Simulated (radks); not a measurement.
Values are calculated unless marked as measured or tabulated.
Problem. Ni+, configuration [Ar] 3d9 (the NIST ground configuration). Code: a radial shooting solver on a logarithmic mesh with Libxc functionals. Model: scalar-relativistic Kohn-Sham, Slater X-alpha with alpha = 0.642, spin-unpolarised, spherical densities, point nucleus. Some entries of the table are withheld. Estimate them.

| orbital | occ. | eigenvalue (hartree) | <r> (bohr) | <1/r> (bohr^-1) |
|---|---|---|---|---|
| 1s | 2 | -300.9097 | 0.05419 | (1) |
| 2s | 2 | -35.97371 | (2) | 6.053 |
| 2p | 6 | (3) | 0.2157 | 5.948 |
| 3s | 2 | -4.11232 | 0.7460 | 1.907 |
| 3p | 6 | -2.67734 | 0.7874 | (4) |
| 3d | 9 | -0.42629 | 1.091 | 1.296 |

Solution. 
(1) 1s <1/r> (bohr^-1): 28.04
(2) 2s <r> (bohr): 0.2456
(3) 2p eigenvalue (hartree): -30.98338
(4) 3p <1/r> (bohr^-1): 1.756
